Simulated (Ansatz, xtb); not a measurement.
**Al2H2O2: which of two structures lies lower**

We compare I, `[OH][AlH][O][Al]`, a singlet, with II, a singlet given by its coordinates. Both are isolated molecules in the gas phase, relaxed with PBE-D3(BJ)/def2-SVP; the shapes shown needn't be the lowest conformers.

I (Å):

```xyz
6

Al    0.0004   -0.9039    0.2345
Al   -1.0850    2.3437    0.6556
O     1.6498   -1.3531    0.0975
O    -0.4865    0.7361    0.4440
H     2.3844   -0.7208    0.1298
H    -1.0457   -2.0876    0.1567
```

II (Å):

```yaml
atoms:
  - { symbol: Al, position_ang: [0.4007, 0.5652, 0.6163] }
  - { symbol: Al, position_ang: [-1.1689, -0.4514, -0.9259] }
  - { symbol: O, position_ang: [-0.0526, -1.1123, 0.2785] }
  - { symbol: O, position_ang: [-0.7157, 1.2260, -0.5880] }
  - { symbol: H, position_ang: [1.4242, 1.2280, 1.6216] }
  - { symbol: H, position_ang: [-2.1920, -1.1143, -1.9317] }
```

Close contacts (Å): Al1–Al2 2.42, Al1–O3 1.77, Al1–O4 1.77, Al2–O3 1.77, Al2–O4 1.77, Al1–H5 1.58, Al2–H6 1.58.

Quicker runs give these differences E(II) − E(I): GFN2-xTB +3.9 kJ/mol; HF/STO-3G −191.8 kJ/mol (at GFN2-xTB geometries); r2SCAN-D4/def2-SVP −32.0 kJ/mol (at GFN2-xTB geometries).

Problem. Which of the two would you expect CCSD(T)/def2-TZVP electronic energies to favour?

Solution. Structure II; the calculation gives E(II) − E(I) = −20.6 kJ/mol.

Level by level:

```json
{"level": "GFN2-xTB", "geometry": "GFN2-xTB", "E(II) − E(I) (kJ/mol)": "+3.9", "departure from the last row (kJ/mol)": "+24.6", "job, with rough time for the two": "optimisation, 0.87 s"}
{"level": "HF/STO-3G", "geometry": "GFN2-xTB", "E(II) − E(I) (kJ/mol)": "−191.8", "departure from the last row (kJ/mol)": "−171.1", "job, with rough time for the two": "single point, 0.8 s"}
{"level": "r2SCAN-D4/def2-SVP", "geometry": "GFN2-xTB", "E(II) − E(I) (kJ/mol)": "−32.0", "departure from the last row (kJ/mol)": "−11.3", "job, with rough time for the two": "single point, 6.1 s"}
{"level": "PBE-D3(BJ)/def2-SVP", "geometry": "PBE-D3(BJ)/def2-SVP", "E(II) − E(I) (kJ/mol)": "−10.9", "departure from the last row (kJ/mol)": "+9.7", "job, with rough time for the two": "optimisation, 39 s"}
{"level": "HF/def2-TZVP", "geometry": "PBE-D3(BJ)/def2-SVP", "E(II) − E(I) (kJ/mol)": "+4.0", "departure from the last row (kJ/mol)": "+24.6", "job, with rough time for the two": "part of the CCSD(T) run"}
{"level": "MP2/def2-TZVP", "geometry": "PBE-D3(BJ)/def2-SVP", "E(II) − E(I) (kJ/mol)": "−36.4", "departure from the last row (kJ/mol)": "−15.8", "job, with rough time for the two": "part of the CCSD(T) run"}
{"level": "CCSD(T)/def2-TZVP", "geometry": "PBE-D3(BJ)/def2-SVP", "E(II) − E(I) (kJ/mol)": "−20.6", "departure from the last row (kJ/mol)": "", "job, with rough time for the two": "single point, 89 s"}
```

GFN2-xTB, HF/def2-TZVP put the two in the other order. The largest departure from CCSD(T)/def2-TZVP is that of HF/STO-3G, 171.1 kJ/mol.

With harmonic frequencies from PBE-D3(BJ)/def2-SVP (ideal gas, rigid rotor, one conformer each, 298.15 K, 1 atm): on the last row, ΔE + ΔZPE = −27.4, ΔH = −30.3, ΔG = −17.8 kJ/mol.

The correlated steps freeze 12 core orbitals. Programs: Ansatz 0.2.0, xtb 6.7.1; the last row on 1 thread of Intel(R) Xeon(R) Processor @ 2.50GHz (Skylake/Cascade Lake) on a shared host.
